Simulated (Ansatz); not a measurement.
`[CH3][GeH]([F])[CH]=O` and `[CH3][GeH]([NH2])[CH]=O` differ in one atom or group.

Ansatz, PBE0-D4/def2-TZVP geometries, multiplicity 1. Each molecule was computed in one conformer, which needn't be the lowest.

Scalar relativity is left out up to krypton.

| property | `[CH3][GeH]([F])[CH]=O` |
| --- | --- |
| LUMO energy (PBE/def2-TZVPP) / eV | -2.90 |
| HOMO–LUMO gap (PBE/def2-TZVPP) / eV | 2.87 |
| HOMO–LUMO gap (ωB97M-V/def2-TZVPP) / eV | 9.99 |
| size of the dipole moment (ωB97M-V/def2-TZVPP) / D | 1.21 |
| HOMO energy (B3LYP/def2-TZVPP) / eV | -7.00 |
| LUMO energy (PBE0/def2-TZVPP) / eV | -1.75 |

Problem. What does the change do to each property? (Estimate.)

Solution. The calculation gave: 
```csv
property,`[CH3][GeH]([NH2])[CH]=O`,shift
LUMO energy (PBE/def2-TZVPP) / eV,-2.46,0.44
HOMO–LUMO gap (PBE/def2-TZVPP) / eV,2.62,-0.25
HOMO–LUMO gap (ωB97M-V/def2-TZVPP) / eV,9.61,-0.38
size of the dipole moment (ωB97M-V/def2-TZVPP) / D,1.92,0.71
HOMO energy (B3LYP/def2-TZVPP) / eV,-6.28,0.72
LUMO energy (PBE0/def2-TZVPP) / eV,-1.34,0.41
```

With PBE0 the HOMO rises by 0.72 eV and the LUMO rises by 0.41 eV, so the gap narrows by about 0.31 eV. PBE moves the HOMO by 0.67 eV and ωB97M-V by 0.73 eV. Dipoles are sizes alone; their direction can turn.

B3LYP here is the variant with VWN-RPA as its local correlation; programs differ in this.
